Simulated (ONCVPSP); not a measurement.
**Configuration tests for manganese (ONCV)**

manganese, optimised norm-conserving Vanderbilt (ONCV), made with ONCVPSP 4.0.1 (PBE, scalar-relativistic). Core [Ne], reference 3s2 3p6 3d5 4s2. Waves: 3s+4s: rc 1.50 bohr, ncon 4, nbas 7, qcut 8 1/bohr, 2 projectors; 3p: rc 1.30 bohr, ncon 4, nbas 7, qcut 9.6 1/bohr, 1 projector; 3d: rc 1.65 bohr, ncon 4, nbas 8, qcut 9.8 1/bohr, 1 projector. Local part: polynomial inside 1.00 bohr (lpopt 5, dvloc0 0 Ha). Core correction: none.

Energies are relative to the spin-unpolarised reference configuration 3s2 3p6 3d5 4s2; without spin polarisation the order of configurations can differ from experiment.

| valence configuration | charge | ΔE all-electron (eV) | error AE − PS (meV) |
| --- | --- | --- | --- |
| 3s2 3p6 3d5 4s1 | +1 | 8.416 | +0.5 |
| 3s2 3p6 3d4 4s0 | +3 | 56.534 | +1.3 |

(1) What are ΔE and the potential's error for 3s2 3p6 3d6 4s1?

(2) What are ΔE and the potential's error for 3s2 3p6 3d5 4s0?

Answers

(1) ΔE = -0.358 eV all-electron; the error (AE − PS) is +8.9 meV.

(2) ΔE = 24.015 eV all-electron; the error (AE − PS) is +3.5 meV.
